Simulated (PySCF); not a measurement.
Give a GFN2-xTB geometry of InChI=1S/C9H6N/c1-2-4-9-7-10-6-5-8(9)3-1/h1,3-7H. (Doublet state.)

```xyz
16
C9H6N angstrom
C     -2.472    0.430    0.014
C     -2.305   -0.936   -0.139
C     -1.027   -1.438   -0.176
C      0.074   -0.564   -0.062
C      1.413   -1.011   -0.094
C      2.423   -0.095    0.021
N      2.213    1.221    0.164
C      0.990    1.665    0.199
C     -0.144    0.831    0.092
C     -1.476    1.328    0.131
H     -3.158   -1.593   -0.228
H     -0.853   -2.498   -0.293
H      1.626   -2.063   -0.208
H      3.463   -0.392    0.000
H      0.867    2.735    0.317
H     -1.641    2.388    0.250
```

Orientation and origin are arbitrary. Atoms count from 1 in this order. The 2 C–N bonds span 1.302 Å (N7–C8, aromatic) to 1.340 Å (C6–N7, aromatic), a spread of 0.038 Å. C6 (carbon bonded to C, N and H) is planar (angles 123.4°, 121.6° and 115.0°, sum 360.0°, 0.00 Å off the plane of its three neighbours). C3 (carbon bonded to 2 C and H) is planar (angles 120.7°, 119.9° and 119.4°, sum 360.0°, 0.00 Å off the plane of its three neighbours). Of the pairs four or more bonds apart, H12···H13 is among the closest relative to their van der Waals radii: 2.52 Å, 105 % of the sum of Bondi's values.

Bonds between heavy atoms (Å): C1–C2 1.385, C2–C3 1.374, C3–C4 1.410, C4–C5 1.412, C5–C6 1.368, C6–N7 1.340, N7–C8 1.302, C8–C9 1.412, C9–C10 1.422, C1–C10 1.345, C4–C9 1.420.

Structure optimised with GFN2-xTB, isolated species. This method treats the open shell by occupation alone, without spin polarisation.

Point group: Cs (tolerance 0.08 Å). GFN2-xTB frequencies: not computed here.
